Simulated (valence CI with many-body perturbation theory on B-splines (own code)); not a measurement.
Energy levels of O³⁺

Computed by relativistic CI+MBPT: three valence electrons over a frozen Dirac-Fock core [He], radial functions for each j: 9 s, 9 p, 8 d, 6 f, 3 g, 1 h, with the one-electron correlation potential Σ1 (screened to all orders), the two-electron term Σ2, the three-electron term Σ3, Breit, model QED; selected single and double excitations, second order for the rest, scaled by the run's own slope (own B-spline code, finite nucleus).

Set against measurement, 30 paired levels are off by 115 cm⁻¹ on average, the worst by 239. These come from a selection out of Moore, Selected Tables of Atomic Spectra, NSRDS-NBS 3, section 10. Levels without a partner in it may be off by more.

Levels 1 to 38 of 38, with energies above the lowest level, 2s2 2p 2P°_1/2. "Leading %" is the weight of the configuration and term that name the level; weights of strongly mixed levels are sums over their largest components and can fall short, so below about 35 % the name and the second component can differ from the true leading terms, or belong to a minority configuration. In the jj column 3d3/2^4 stands for four electrons in 3d with j = 3/2.

| No. | Configuration | Term | J | E (eV) | Leading % | Second component | Leading jj |
| --- | --- | --- | --- | --- | --- | --- | --- |
| 1 | 2s2 2p | 2P° | 1/2 | 0.000 | 95 |  | 2s^2 2p1/2 (95 %) |
| 2 | 2s2 2p | 2P° | 3/2 | 0.048 | 95 |  | 2s^2 2p3/2 (95 %) |
| 3 | 2s 2p2 | 4P | 1/2 | 8.844 | 100 |  | 2s 2p1/2^2 (44 %) |
| 4 | 2s 2p2 | 4P | 3/2 | 8.860 | 100 |  | 2s 2p1/2 2p3/2 (89 %) |
| 5 | 2s 2p2 | 4P | 5/2 | 8.883 | 100 |  | 2s 2p3/2^2 (66 %) |
| 6 | 2s 2p2 | 2D | 5/2 | 15.751 | 98 |  | 2s 2p1/2 2p3/2 (65 %) |
| 7 | 2s 2p2 | 2D | 3/2 | 15.753 | 98 |  | 2s 2p1/2 2p3/2 (66 %) |
| 8 | 2s 2p2 | 2S | 1/2 | 20.409 | 99 |  | 2s 2p3/2^2 (65 %) |
| 9 | 2s 2p2 | 2P | 1/2 | 22.404 | 98 |  | 2s 2p1/2 2p3/2 (65 %) |
| 10 | 2s 2p2 | 2P | 3/2 | 22.434 | 98 |  | 2s 2p3/2^2 (55 %) |
| 11 | 2p3 | 4S° | 3/2 | 28.706 | 100 |  | 2p1/2 2p3/2^2 (55 %) |
| 12 | 2p3 | 2D° | 5/2 | 31.648 | 97 |  | 2p1/2 2p3/2^2 (97 %) |
| 13 | 2p3 | 2D° | 3/2 | 31.652 | 97 |  | 2p1/2 2p3/2^2 (43 %) |
| 14 | 2p3 | 2P° | 1/2 | 35.861 | 94 |  | 2p1/2 2p3/2^2 (94 %) |
| 15 | 2p3 | 2P° | 3/2 | 35.862 | 94 |  | 2p3/2^3 (48 %) |
| 16 | 2s2 3s | 2S | 1/2 | 44.328 | 91 | 6 % 2p2 3s 2S | 2s^2 3s (91 %) |
| 17 | 2s2 3p | 2P° | 1/2 | 48.362 | 90 | 6 % 2p2 3p 2P° | 2s^2 3p1/2 (90 %) |
| 18 | 2s2 3p | 2P° | 3/2 | 48.373 | 90 | 6 % 2p2 3p 2P° | 2s^2 3p3/2 (90 %) |
| 19 | 2s2 3d | 2D | 3/2 | 52.010 | 92 | 6 % 2p2 3d 2D | 2s^2 3d3/2 (92 %) |
| 20 | 2s2 3d | 2D | 5/2 | 52.012 | 92 | 6 % 2p2 3d 2D | 2s^2 3d5/2 (92 %) |
| 21 | 2s 2p 3s | 4P° | 1/2 | 54.396 | 97 |  | 2s 2p1/2 3s (87 %) |
| 22 | 2s 2p 3s | 4P° | 3/2 | 54.413 | 97 |  | 2s 2p1/2 3s (55 %) |
| 23 | 2s 2p 3s | 4P° | 5/2 | 54.443 | 97 |  | 2s 2p3/2 3s (97 %) |
| 24 | 2s 2p 3s | 2P° | 1/2 | 56.130 | 92 |  | 2s 2p1/2 3s (70 %) |
| 25 | 2s 2p 3s | 2P° | 3/2 | 56.163 | 92 |  | 2s 2p3/2 3s (81 %) |
| 26 | 2s 2p 3p | 2P | 1/2 | 57.916 | 94 |  | 2s 2p3/2 3p3/2 (40 %) |
| 27 | 2s 2p 3p | 2P | 3/2 | 57.930 | 94 |  | 2s 2p3/2 3p3/2 (49 %) |
| 28 | 2s 2p 3p | 4D | 1/2 | 58.053 | 97 |  | 2s 2p1/2 3p1/2 (65 %) |
| 29 | 2s 2p 3p | 4D | 3/2 | 58.063 | 98 |  | 2s 2p1/2 3p1/2 (32 %) |
| 30 | 2s 2p 3p | 4D | 5/2 | 58.080 | 98 |  | 2s 2p1/2 3p3/2 (39 %) |
| 31 | 2s 2p 3p | 4D | 7/2 | 58.106 | 98 |  | 2s 2p3/2 3p3/2 (98 %) |
| 32 | 2s 2p 3p | 4S | 3/2 | 58.815 | 99 |  | 2s 2p3/2 3p3/2 (38 %) |
| 33 | 2s 2p 3p | 4P | 1/2 | 59.351 | 97 |  | 2s 2p1/2 3p1/2 (44 %) |
| 34 | 2s 2p 3p | 4P | 3/2 | 59.363 | 97 |  | 2s 2p3/2 3p1/2 (46 %) |
| 35 | 2s 2p 3p | 4P | 5/2 | 59.379 | 97 |  | 2s 2p3/2 3p3/2 (64 %) |
| 36 | 2s 2p 3p | 2D | 3/2 | 59.836 | 96 |  | 2s 2p1/2 3p3/2 (57 %) |
| 37 | 2s 2p 3p | 2D | 5/2 | 59.868 | 96 |  | 2s 2p3/2 3p3/2 (48 %) |
| 38 | 2s2 4s | 2S | 1/2 | 60.216 | 82 | 11 % 2s 2p 3p 2S | 2s^2 4s (82 %) |

The ionisation energy to 2s2 1S_0 of the next ion comes out as 77.399 eV (NIST: 77.4135 eV (measured)). All 38 levels together are meant to be complete up to 60.434 eV.
